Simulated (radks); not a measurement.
Sr+, configuration [Kr] 5s1. Calculated with a radial shooting solver on a logarithmic mesh with Libxc functionals: Dirac Kohn-Sham, B86b exchange with PBE correlation, spin-unpolarised, spherical densities, point nucleus.

Normalised radial functions P(r) = r R(r) (large component), r in bohr:

r,3d3/2
0.00152,0.0000
0.00236,0.0000
0.003635,0.0001
0.005644,0.0002
0.008693,0.0007
0.0135,0.0025
0.02079,0.0080
0.03228,0.0253
0.04973,0.0740
0.07721,0.2004
0.1189,0.4646
0.1847,0.8971
0.2844,1.3183
0.4417,1.3830
0.6858,0.9398
1.056,0.3784
1.64,0.0722
2.526,0.0050
3.923,0.0001
6.042,0.0000
9.382,0.0000

3d3/2: eigenvalue -135.48 eV, 0 radial nodes, <r> = 0.496 bohr, 90 % of the charge inside 0.804 bohr.
